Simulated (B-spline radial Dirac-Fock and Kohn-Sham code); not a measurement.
## I⁶⁺ 3d5/2: cross section and angular parameters

System: I⁶⁺, configuration [Kr] 4d10 5s1; threshold 707.8 eV (orbital energy of the model). Model: Dirac-Hartree-Slater photoionisation with a Latter tail; cross sections with all multipoles, angular parameters from the dipole term and its interference with E2. Program: a radial atomic solver.

```tsv
hν (eV)	σ (kb)	β	γ	δ
863	1070	0.696	-0.094	0.004
897	980	0.761	-0.096	0.007
906	958	0.777	-0.096	0.008
1000	763	0.912	-0.083	0.017
1486.9	271	1.180	0.092	0.044
1540	246	1.190	0.113	0.046
1590	224	1.198	0.134	0.048
2450	62.3	1.212	0.452	0.077
2690	46.6	1.198	0.528	0.084
4070	12.1	1.090	0.865	0.128
4100	11.8	1.088	0.871	0.129
6000	?	?	?	?
6160	2.86	0.941	1.193	0.195
8047.8	1.08	0.837	1.389	0.255
11900	0.247	0.685	1.649	0.371
12400	0.210	0.669	1.673	0.385
```

Q: Give the values at 6000 eV.

A: σ = 3.14 kb, β = 0.951, γ = 1.173, δ = 0.190.

Values without a named source are computed, but for edge energies of neutral atoms, which are taken from tables.
